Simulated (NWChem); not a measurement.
System: H2SeO; SMILES O[SeH]

NWChem input:

```
start job
memory heap 200 mb stack 900 mb global 1100 mb
geometry units angstroms noautoz
  Se     0.045523    -0.359702    -0.016534
  H     -1.417164    -0.550445     0.107624
  O      0.031495     1.447332    -0.096500
  H      0.122298     1.754905     0.814254
end
basis spherical
  Se library def2-svpd
  H library def2-svpd
  O library def2-svpd
end
dft
  xc xcamb88 1.00 lyp 0.81 vwn_5 0.19 hfexch 1.00
  cam 0.33 cam_alpha 0.19 cam_beta 0.46
  iterations 150
end
tddft
  cis
  nroots 8
  notriplet
end
task tddft energy
```

NWChem printed, in part:

```
             Northwest Computational Chemistry Package (NWChem) 7.3.0
             --------------------------------------------------------

 C1  symmetry detected

                             Geometry "geometry" -> ""
                             -------------------------

 Output coordinates in angstroms (scale by  1.889725989 to convert to a.u.)

  No.       Tag          Charge          X              Y              Z
 ---- ---------------- ---------- -------------- -------------- --------------
    1 Se                  34.0000     0.03937523    -0.37173368    -0.00797346
    2 H                    1.0000    -1.42587562    -0.58184923     0.00397415
    3 O                    8.0000     0.00767435     1.43570128    -0.07229417
    4 H                    1.0000     0.02572283     1.73518402     0.84547678

 Effective nuclear repulsion energy (a.u.)     105.9211397432

                                 NWChem DFT Module
                                 -----------------

 Summary of "ao basis" -> "ao basis" (spherical)
 ------------------------------------------------------------------------------
       Tag                 Description            Shells   Functions and Types
 ---------------- ------------------------------  ------  ---------------------
 Se                        def2-svpd                15       41   6s5p4d
 H                         def2-svpd                 4        8   2s2p
 O                         def2-svpd                 9       23   4s3p2d

            General Information
            -------------------
          SCF calculation type: DFT
          Wavefunction type:  closed shell.
          No. of atoms     :     4
          No. of electrons :    44
           Alpha electrons :    22
            Beta electrons :    22
          Charge           :     0
          Spin multiplicity:     1
          Use of symmetry is: off; symmetry adaption is: off
          Maximum number of iterations: 150
          AO basis - number of functions:    80
                     number of shells:    32
          Convergence on energy requested:  1.00D-06
          Convergence on density requested:  1.00D-05
          Convergence on gradient requested:  5.00D-04

              XC Information
              --------------
                     Hartree-Fock (Exact) Exchange  1.000
                   CAM-Becke88 Exchange Functional  1.000
                      VWN V Correlation Functional  0.190 local
              Lee-Yang-Parr Correlation Functional  0.810

           Range-Separation Parameters
           ---------------------------
           Alpha           :  0.19
           Beta            :  0.46
           Gamma           :  0.33
           Short-Range HF  :     F

             Grid Information
             ----------------
          Grid used for XC integration:  medium
          Radial quadrature: Mura-Knowles
          Angular quadrature: Lebedev.
          Tag              B.-S. Rad. Rad. Pts. Rad. Cut. Ang. Pts.
          ---              ---------- --------- --------- ---------
          Se                  1.15      112          10.0       590
          H                   0.35       45          10.0       434
          O                   0.60       49          10.0       434
          Grid pruning is: on
          Number of quadrature shells:   251
          Spatial weights used:  Erf1

      Superposition of Atomic Density Guess
      -------------------------------------

 Sum of atomic energies:       -2475.20670091

      Non-variational initial energy
      ------------------------------

 Total energy =   -2475.527423
 1-e energy   =   -3657.675959
 2-e energy   =    1076.227396
 HOMO         =      -0.260355
 LUMO         =      -0.054184

   convergence    iter        energy       DeltaE   RMS-Dens  Diis-err
 ---------------- ----- ----------------- --------- --------- ---------
 d= 0,ls=0.0,diis     1  -2477.6611748022 -2.58D+03  1.14D-02  4.08D-01
 d= 0,ls=0.0,diis     2  -2477.6697338943 -8.56D-03  5.03D-03  3.56D-01
 d= 0,ls=0.0,diis     3  -2477.7006947497 -3.10D-02  1.29D-03  4.51D-02
 d= 0,ls=0.0,diis     4  -2477.7047666810 -4.07D-03  1.70D-04  4.77D-04
 d= 0,ls=0.0,diis     5  -2477.7048095783 -4.29D-05  6.00D-05  2.26D-05
  Resetting Diis
 d= 0,ls=0.0,diis     6  -2477.7048117646 -2.19D-06  2.04D-05  2.29D-06
 d= 0,ls=0.0,diis     7  -2477.7048121253 -3.61D-07  6.39D-06  9.84D-08

         Total DFT energy =    -2477.704812125292
      One electron energy =    -3657.959041833405
           Coulomb energy =     1170.881373475847
    Exchange-Corr. energy =      -96.548283510891
 Nuclear repulsion energy =      105.921139743158

 Numeric. integr. density =       44.000014065808

[...]

                                NWChem TDDFT Module
                                -------------------

            General Information
            -------------------
           No. of orbitals :     160
            Alpha orbitals :      80
             Beta orbitals :      80
        Alpha frozen cores :       0
         Beta frozen cores :       0
     Alpha frozen virtuals :       0
      Beta frozen virtuals :       0
         Spin multiplicity :       1
    Number of AO functions :      80
        Use of symmetry is : off
      Symmetry adaption is : off
         Schwarz screening :  0.10D-07

              XC Information
              --------------
              Hartree-Fock (Exact) Exchange   1.00
            CAM-Becke88 Exchange Functional   1.00
               VWN V Correlation Functional   0.19 local
       Lee-Yang-Parr Correlation Functional   0.81
           Alpha           :  0.19
           Beta            :  0.46
           Gamma           :  0.33

             TDDFT Information
             -----------------
          Calculation type : Tamm-Dancoff TDDFT
         Wavefunction type : Restricted singlets
          No. of electrons :      44
           Alpha electrons :      22
            Beta electrons :      22
              No. of roots :       8
          Max subspacesize :    5600
            Max iterations :     100
               Target root :       1
           Target symmetry : none
      Symmetry restriction : off
                 Algorithm : Optimal
        Davidson threshold :  0.10D-03

    8 smallest eigenvalue differences (eV)
--------------------------------------------------------
  No. Spin  Occ  Vir  Irrep   E(Occ)    E(Vir)   E(Diff)
--------------------------------------------------------
    1    1   22   23 a        -0.306    -0.019     7.795
    2    1   22   24 a        -0.306     0.025     8.991
    3    1   21   23 a        -0.380    -0.019     9.816
    4    1   22   25 a        -0.306     0.059     9.914
    5    1   22   26 a        -0.306     0.064    10.051
    6    1   22   27 a        -0.306     0.077    10.403
    7    1   22   28 a        -0.306     0.091    10.781
    8    1   21   24 a        -0.380     0.025    11.011
--------------------------------------------------------

  Entering Davidson iterations
  Restricted singlet excited states

  Iter   NTrls   NConv    DeltaV     DeltaE      Time
  ----  ------  ------  ---------  ---------  ---------
    1      8       0     0.90E-01   0.10+100       11.1
    2     16       0     0.39E-01   0.12E-01       11.8
    3     24       0     0.14E-01   0.23E-02       12.2
    4     32       0     0.80E-02   0.36E-03       12.2
    5     40       2     0.34E-02   0.81E-04       11.8
    6     46       4     0.11E-02   0.15E-04        9.8
    7     50       5     0.24E-03   0.98E-06        9.6
    8     53       8     0.63E-04   0.41E-07       10.6
  ----  ------  ------  ---------  ---------  ---------
  Convergence criterion met

  Ground state a       -2477.704812125292 a.u.

  ----------------------------------------------------------------------------
  Root   1 singlet a              0.140968215 a.u.                3.8359 eV
  ----------------------------------------------------------------------------
     Transition Moments    X -0.00452   Y -0.11230   Z -0.10269
     Dipole Oscillator Strength                    0.0021780177
     Electric Quadrupole                           0.0000000132
     Magnetic Dipole                               0.0000013189
     Total Oscillator Strength                     0.0021793498

     Occ.   22  a   ---  Virt.   23  a        0.96940
     Occ.   22  a   ---  Virt.   25  a       -0.17536
     Occ.   22  a   ---  Virt.   27  a       -0.10647
     Occ.   22  a   ---  Virt.   28  a        0.09937
  ----------------------------------------------------------------------------
  Root   2 singlet a              0.203767222 a.u.                5.5448 eV
  ----------------------------------------------------------------------------
     Transition Moments    X  0.00401   Y  0.04488   Z -0.46202
     Dipole Oscillator Strength                    0.0292741009
     Electric Quadrupole                           0.0000000482
     Magnetic Dipole                               0.0000001836
     Total Oscillator Strength                     0.0292743326

     Occ.   22  a   ---  Virt.   23  a       -0.05521
     Occ.   22  a   ---  Virt.   24  a        0.96591
     Occ.   22  a   ---  Virt.   25  a       -0.16485
     Occ.   22  a   ---  Virt.   26  a        0.06081
     Occ.   22  a   ---  Virt.   27  a       -0.07668
     Occ.   22  a   ---  Virt.   28  a       -0.11589
  ----------------------------------------------------------------------------
  Root   3 singlet a              0.212831925 a.u.                5.7915 eV
  ----------------------------------------------------------------------------
     Transition Moments    X  0.11397   Y -0.25879   Z  0.01365
     Dipole Oscillator Strength                    0.0113718075
     Electric Quadrupole                           0.0000000013
     Magnetic Dipole                               0.0000013315
     Total Oscillator Strength                     0.0113731403

[...]
```

Level: CAM-B3LYP/def2-SVPD, TDA. Structure relaxed at the PBE0/def2-SVP level.
